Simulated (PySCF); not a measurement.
# How methods differ on the ionisation energy of Ne³⁺

Ne³⁺ [He] 2s2 2p3 [2p1/2^2 2p3/2^1, M_J = 3/2] → Ne⁴⁺ [He] 2s2 2p2 [2p1/2^2, M_J = 0], as a difference of total energies. Calculation: PySCF 2.14, in x2c-TZVPall-2c (5s3p2d1f, 31 functions); the two-component X2C-1e Hamiltonian. Correlated levels: 1s2 frozen. "Screened" scales the spin-orbit matrix elements by Boettger's factors to mimic the two-electron term; Breit and QED terms are absent.

```json
{"method": "GHF (spin-free)", "ionisation energy (eV)": "96.916", "difference from reference (eV)": "-0.274"}
{"method": "GMP2 (spin-free)", "ionisation energy (eV)": "97.363", "difference from reference (eV)": "+0.173"}
{"method": "GHF (screened spin-orbit)", "ionisation energy (eV)": "96.861", "difference from reference (eV)": "-0.329"}
{"method": "GMP2 (screened spin-orbit)", "ionisation energy (eV)": "97.309", "difference from reference (eV)": "+0.119"}
```

Reference: 97.190 eV (semi-empirical (NIST evaluation); NIST Atomic Spectra Database, ionization energies).

Errors of the correlated levels include the incompleteness of this basis and the frozen core.

The labels give the starting determinants; with spin-orbit coupling the two ends relaxed to ⟨J²⟩ = 3.75, ⟨L²⟩ = 0.00, ⟨S²⟩ = 3.75 and ⟨J²⟩ = 1.96, ⟨L²⟩ = 2.00, ⟨S²⟩ = 2.00.

The determinant of Ne⁴⁺ mixes levels of different J (the jj label is only the starting occupation), so the difference between spin-free and spin-orbit rows is not the physical spin-orbit shift.
